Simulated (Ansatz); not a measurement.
`NB(F)[TeH]` + H₂O → `NB(O)F` + H₂Te at 600 K and 1 bar (formal hydrolysis of a B–Te bond).

Calculated with Ansatz (gas phase, PBE0-D4/def2-TZVP geometries, no zero-point term in ΔE). CCSD(T)/CBS is the MP2 limit (def2-TZVPP, def2-QZVPP) plus CCSD(T) − MP2 in def2-TZVPP, frozen cores. This one scheme is used for every species. def2 core potentials past Kr. For Te outer-core shells are correlated without core-valence functions, which leaves a few kJ/mol of doubt a bond. Each species was taken in one conformer, which may not be the lowest.

```tsv
species	CCSD(T)/CBS energy (Eh)	H − E (kJ/mol)	S (J/(mol·K))
`NB(F)[TeH]`	-448.93912	154.6	391.4
H₂O	-76.37941	76.8	212.8
`NB(O)F`	-256.43442	170.1	345.5
H₂Te	-268.91024	52.9	255.0
```

H − E and S are ideal-gas, rigid-rotor, harmonic terms from PBE0-D4/def2-TZVP, for one conformer and one mirror image of each species. 1 Eh = 2625.50 kJ/mol, R = 8.31446 J/(mol·K).

Q: By hand: ΔE, ΔH, ΔS and ΔG.

A: ΔE = (-256.43442) + (-268.91024) − (-448.93912) − (-76.37941) = -0.02613 Eh = -68.6 kJ/mol. Δ(H − E) = 170.1 + 52.9 − 154.6 − 76.8 = -8.4, so ΔH = -77.0 kJ/mol. ΔS = 345.5 + 255.0 − 391.4 − 212.8 = -3.7 J/(mol·K). ΔG = -77.0 − 600 × (-3.7)/1000 = -74.8 kJ/mol.

Q: By hand: the equilibrium constant, and the temperature at which ΔG would vanish if ΔH and ΔS stayed fixed.

A: log₁₀ K = −ΔG/(RT ln 10) = 6.5. ΔG = 0 at ΔH/ΔS = 20811 K, far beyond where these terms or the molecules hold.

The number of gas molecules stays the same, so ΔS is small and ΔH decides. A doubt of 5 kJ/mol in ΔE shifts log₁₀ K by 0.4 here. Other conformers and mirror images would add mixing entropy, several J/(mol·K) or more a flexible species. These are equilibria of isolated gas molecules and say nothing of rates. Largest T1 diagnostic: 0.012 (customary marks: 0.02 for closed shells, 0.045 for open ones).
